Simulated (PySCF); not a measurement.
**Electric field gradients and quadrupole coupling constants**

SiCl4.
Geometry (PBE0-D3(BJ)/def2-SVP, Å), atoms numbered from 1 in this order:
```
atom  x, y, z in Å
Cl1   -1.175   -1.184   -1.167
Si2    0.003    0.001   -0.007
Cl3   -0.741    1.894    0.005
Cl4    0.035   -0.727    1.892
Cl5    1.894    0.021   -0.758
```

Field gradients from the PBE0/pcSseg-1 density (PySCF, non-relativistic), principal values in atomic units, ordered |Vxx| ≤ |Vyy| ≤ |Vzz|:

```csv
atom,Vxx,Vyy,Vzz
Cl1,-1.2405,-1.2410,2.4814
Cl3,-1.2408,-1.2414,2.4822
Cl4,-1.2407,-1.2415,2.4822
Cl5,-1.2410,-1.2413,2.4823
```

Find the asymmetry η = (Vxx − Vyy)/Vzz and the couplings χ = eQV/h (234.96 MHz × Q in barn × V in au), with Q(35Cl) = −0.0817 b.

```tsv
atom	environment	nucleus	η	χzz (MHz)	χxx (MHz)	χyy (MHz)
Cl1	silicon-bound chlorine	35Cl	0.00	-47.64	23.81	23.82
Cl3	silicon-bound chlorine	35Cl	0.00	-47.65	23.82	23.83
Cl4	silicon-bound chlorine	35Cl	0.00	-47.65	23.82	23.83
Cl5	silicon-bound chlorine	35Cl	0.00	-47.65	23.82	23.83
```

The gradient is axial or nearly so (η below 0.05) at Cl1, Cl3, Cl4 and Cl5. 

What is Vzz at Cl4 in SI units (1 au = 9.71736 × 10²¹ V/m²)?

2.4822 au = 24.120 × 10²¹ V/m².

Geometry: PBE0-D3(BJ)/def2-SVP; no solvent, vibrations or thermal averaging. The small basis limits the accuracy of the gradients.
